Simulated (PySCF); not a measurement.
## ZrCl₂ to ZrCl₄: adding ligands

Level: PBE0 in the def2-TZVP basis family, computed in PySCF with density fitting; scalar-relativistic core potentials for atoms from Rb on, none lighter, no spin–orbit coupling; open shells unrestricted.

Each entry is the lowest minimum that a search over a few typed start shapes (and spin states, where more than one is plausible) found, or that minimum re-optimised at the stated level; isomers with ligand–ligand bonds, or fragments after loss of a ligand pair, can lie lower.

```tsv
molecule	2S+1	point group	mean bond to Zr (Å)	gap (eV)	distinct angles (°)	atomisation (kJ/mol)	lowest ω (cm⁻¹)
ZrCl₂	3	C2v	2.347	–	143	994	52
ZrCl₃	2	D3h	2.328	–	120	1501	56
ZrCl₄	1	Td	2.317	7.03	109	1972	99
```

The bond shortens at every step; the largest change, -0.019 Å, falls between ZrCl₂ and ZrCl₃ among the members listed.

The shape changes along the series: C2v for ZrCl₂; D3h for ZrCl₃; Td for ZrCl₄.

Left out of the table are members whose search was unfinished or whose lowest solution was spin-contaminated, unstable, very soft or bonded differently.

Open d and f shells are single-determinant solutions and may miss the true ground state.
